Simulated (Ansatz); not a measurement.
1-bromo-1-fluoropropa-1,2-diene (C₃H₂BrF), SMILES C(=C(Br)F)=C.

The structure is a stationary point at PBE0-D3(BJ)/def2-SVP.

Two levels are set side by side: PBE/def2-SVPD (Ansatz, an electronic-structure program) and CAM-B3LYP/def2-SVPD (Ansatz). Energy differences of separate SCF runs at the same geometry; the states with an electron removed or added have multiplicity 2 and 2. Differences are taken from unrounded values.

```tsv
quantity	PBE
vertical ionisation energy (eV)	9.20
vertical singlet–triplet gap (eV)	3.60
```

**Question.** These are the PBE values. What does CAM-B3LYP give? (An estimate is asked for; the answer gives what the named calculation found.)

**Answer.** 
```
quantity                           CAM-B3LYP  PBE minus CAM-B3LYP
---------------------------------  ---------  -------------------
vertical ionisation energy (eV)         9.56                -0.36
vertical singlet–triplet gap (eV)       3.96                -0.36
```
